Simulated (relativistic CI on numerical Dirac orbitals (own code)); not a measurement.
**Fe³⁺ (3d5) in a crystal field**

Calculated by Dirac-Coulomb-Breit CI, KLI orbitals optimised for each configuration, a model potential for QED, valence Slater integrals scaled by 0.7, one configuration in a parametric crystal field (own radial code).

Field parameters in Wybourne normalisation: D4h B²₀ = −7Ds, B⁴₀ = 21(Dq − Dt), B⁴₄ = 21√(5/14) Dq. The field is a parameter set, without covalency.

S is read from ⟨S²⟩ = S(S + 1).

Powder χT (cm³ K mol⁻¹) by Van Vleck's formula, with temperature-independent terms:

```
                                       Field   2 K   5 K  10 K  20 K  50 K  100 K  200 K  300 K
D4h, 10Dq = 20300, Ds = -1500, Dt = 770 cm⁻¹  3.61   4.1  4.28  4.35  4.37   4.38   4.38   4.38
 D4h, 10Dq = 20300, Ds = 3000, Dt = 770 cm⁻¹  3.73  4.17  4.31  4.36  4.37   4.38   4.38   4.38
 D4h, 10Dq = 20300, Ds = 2590, Dt = 770 cm⁻¹  3.67  4.14   4.3  4.35  4.37   4.38   4.38   4.38
 D4h, 10Dq = 20300, Ds = 2180, Dt = 770 cm⁻¹  3.62  4.12  4.29  4.35  4.37   4.38   4.38   4.38
 D4h, 10Dq = 20300, Ds = 1770, Dt = 770 cm⁻¹   3.6   4.1  4.28  4.35  4.37   4.38   4.38   4.38
 D4h, 10Dq = 20300, Ds = 1360, Dt = 770 cm⁻¹  3.58  4.09  4.28  4.35  4.37   4.38   4.38   4.38
  D4h, 10Dq = 20300, Ds = 950, Dt = 770 cm⁻¹  3.57  4.09  4.27  4.35  4.37   4.38   4.38   4.38
  D4h, 10Dq = 20300, Ds = 550, Dt = 770 cm⁻¹  3.56  4.08  4.27  4.35  4.37   4.38   4.38   4.38
```

(1) For D4h, 10Dq = 20300, Ds = 950, Dt = 770 cm⁻¹: what effective moment follows at 300 K?

Answers

(1) μ_eff = √(8χT) = 5.92 μB. The ground level has S = 2.50; the spin-only moment for S = 5/2 is 5.92 μB. The difference comes from the orbital moment, spin-orbit mixing of terms and temperature-independent paramagnetism, all larger in this ionic model than in covalent complexes.
